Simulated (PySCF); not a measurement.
An element was calculated at PBE0 (PySCF 2.14, spin-free X2C, a triple-zeta basis, no spin-orbit coupling), in the ground configurations that NIST lists.

* electron affinity: 1.382 eV
* first ionisation energy: 7.915 eV
* second ionisation energy: 15.765 eV
* third ionisation energy: 34.026 eV
* polarisability of the atom: 43.4 bohr³

Question: Which element is it?

Answer: Germanium (Ge, Z = 32), in x2c-TZVPPall with one added diffuse shell each of s, p, d type. NIST lists 7.899, 15.935, 34.058 eV for these ionisation energies.
